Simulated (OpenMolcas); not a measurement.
C: the spin-orbit constant, thermal populations, worked from levels

| Item | Value |
| --- | --- |
| Program | OpenMolcas 26.06 |
| Basis | ANO-R3 [4s4p2d1f] |
| Scalar Hamiltonian | X2C, finite nucleus |
| Active space | 2 electrons in 9 orbitals (RAS2 2p; RAS3 3s 3d, at most 1 electron) |
| State averaging | 2S+1 = 3 even, 3 roots; 2S+1 = 1 even, 6 roots; 2S+1 = 3 odd, 3 roots (0 in the spin-orbit step) |
| Spin-orbit coupling | RASSI with atomic mean-field integrals over the reference wave functions, term energies averaged over their components |

Methods: RASSCF; SS-RASPT2, IPEA 0.25 Eh, imaginary shift 0.1 Eh (closed shells correlated: 1s 2s). Measured levels: NIST Handbook of Basic Atomic Spectroscopic Data.

**The spin-orbit constant.** For the Hund term ³P of p2, E(J) = (A/2) J(J+1) + constant and ζ = 2S·A = 2A. From J = 0 to J = 2 the energy changes by 3 A.

| Source | E(2) - E(0) | A | ζ |
| --- | --- | --- | --- |
| RASSCF | 46.2 | 15.4 | 31 |
| SS-RASPT2 | 46.2 | 15.4 | 31 |
| measured | 43.4 | 14.5 | 29 |

All in cm-1. SS-RASPT2 is off by +6.5 % and RASSCF by +6.5 %. Both methods take the spin-orbit matrix elements from the reference wave functions, so the second can move ζ only through the term energies and any multistate remixing. Second-order mixing with other terms is absorbed into this ζ.

**Thermal populations.** Z = Σ (2J + 1) exp(-E/kT) with k = 0.695035 cm-1/K, over the levels below. No other level of either list lies under 33700 cm-1, which is above 7 kT at each temperature.

| Level | 2J + 1 | SS-RASPT2 | measured |
| --- | --- | --- | --- |
| 2s² 2p² ³P₀ | 1 | 0.0 | 0.0 |
| 2s² 2p² ³P₁ | 3 | 15.4 | 16.4 |
| 2s² 2p² ³P₂ | 5 | 46.2 | 43.4 |
| 2s² 2p² ¹D₂ | 5 | 10310 | 10193 |
| 2s² 2p² ¹S₀ | 1 | 26570 | 21648 |

```tsv
T (K)	Z, SS-RASPT2	Z, measured levels	Ground level (%), SS-RASPT2	Ground level (%), measured levels
2000	8.807	8.814	11.4	11.3
3000	8.904	8.911	11.2	11.2
5000	9.179	9.192	10.9	10.9
```

At 5000 K, kT = 3475 cm-1, and the computed levels give Z = 1.000 + 2.987 + 4.934 + 0.257 + 0.000 = 9.179.

Term energies are means over components that CASPT2 splits; among the terms shown or strongly mixed into the levels shown the widest spread is 66 cm-1 (2s² 2p² ¹D, SS-RASPT2). With the s shell closed, the reference lacks s² → p² mixing. No level of 2s² 2p 3d, 2s² 2p 3s was computed, though it lies in the active space. Without dynamic correlation excited terms often stand tens of per cent too high (terms of higher spin than the ground term too low), and those without a measured partner can miss by more than the paired ones (holds for RASSCF). Some terms miss by over 15 % even with CASPT2, which points to a basis or an active space too small for the shells correlated (holds for SS-RASPT2). Computed and measured levels are paired by configuration, term and J; levels that our copy of the source lacks, or whose pairing is in doubt (as where it misses far off the trend of its configuration), stay unpaired and out of the deviations. Levels of configurations outside the active space are missing.
